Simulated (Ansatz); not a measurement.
Ansatz (a quantum-chemistry and plane-wave program) input for InH2, SMILES [InH2], multiplicity 2, ωB97X-V/def2-TZVPD. The structure is a stationary point at B3LYP-D3(BJ)/def2-TZVPD. The def2 effective core potentials stand for the cores of In; spin–orbit coupling is left out.

Ansatz 0.2 input:
```yaml
crystal:
  periodic: [false, false, false]
  atoms:
    - {symbol: In, position_ang: [0.00000000, -0.00000000, 0.03475003]}
    - {symbol: H, position_ang: [0.00000000, 1.53579269, -0.85137565]}
    - {symbol: H, position_ang: [0.00000000, -1.53579268, -0.85137565]}
basis:
  gaussian:
    orbitals: def2-TZVPD
hamiltonian:
  xc: {name: wB97X-V}
magnetization: {spin_polarized: true, initial_magnetization: 1}
```

Program output:

```
WARN ansatz: RAYON_NUM_THREADS=1 ignored (pool sized by the plan → 1); use --threads N
Functional definition: wB97X-V
integrals: 0.02 GiB planned
595 factors; their error is unknown
integrals: 0.06 GiB planned
202 factors; integrals over basis functions are off by at most 6.5e-4 eV
mean field: 0.33 GiB planned
mean field evaluation 1: about -5203.5587 eV, gradient 7.5e0 eV
mean field evaluation 2: about -5203.9864 eV, gradient 4.0e0 eV
mean field evaluation 4: about -5204.0805 eV, gradient 4.0e-1 eV
mean field evaluation 8: about -5204.1147 eV, gradient 1.3e-1 eV
mean field evaluation 16: about -5204.1149 eV, gradient 4.8e-5 eV
mean field -5204.11492410 eV, -191.2476959847 hartree, gradient 4.8e-5 eV, S^2 0.754559; 0 other end points of the search recorded, 0 dependent functions left out
reference -5204.11492382 eV, -191.2476959748 hartree; 12, 11 occupied and 62, 63 virtual orbitals, 595 factors
Total energy: -5204.11492382 eV, -191.2476959748 hartree
```

The calculation finished and met its thresholds.

Cost: roughly 5 core-seconds.
